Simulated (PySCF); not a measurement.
C4H8BN, SMILES C1C=CCB1N. The structure is a stationary point at PBE-D3(BJ)/def2-SVP. The structure was generated by enumeration, and PubChem lists no compound with its InChIKey, so it may never have been made. The values are those of a single conformer.

Computed equilibrium geometry at PBE-D3(BJ)/def2-SVP (PySCF confirms it by a frequency run) as a Z-matrix, and its point group (one conformer of several):
point group C2v.
```
B
N 1 1.4008
H 2 1.0202 1 123.34
H 2 1.0202 3 113.32 1 180.00
C 1 1.6019 2 125.93 3 180.00
H 5 1.1155 1 113.13 2 -59.40
H 5 1.1155 6 104.66 1 -123.59
C 5 1.5138 6 112.25 7 -122.01
C 8 1.3522 5 114.22 6 -121.21
H 8 1.1035 9 123.12 5 180.00
H 9 1.1035 8 123.12 10 0.00
C 9 1.5138 11 122.66 8 180.00
H 12 1.1155 9 112.25 11 58.79
H 12 1.1155 13 104.66 9 122.01
```
Charge 0, spin multiplicity 1.
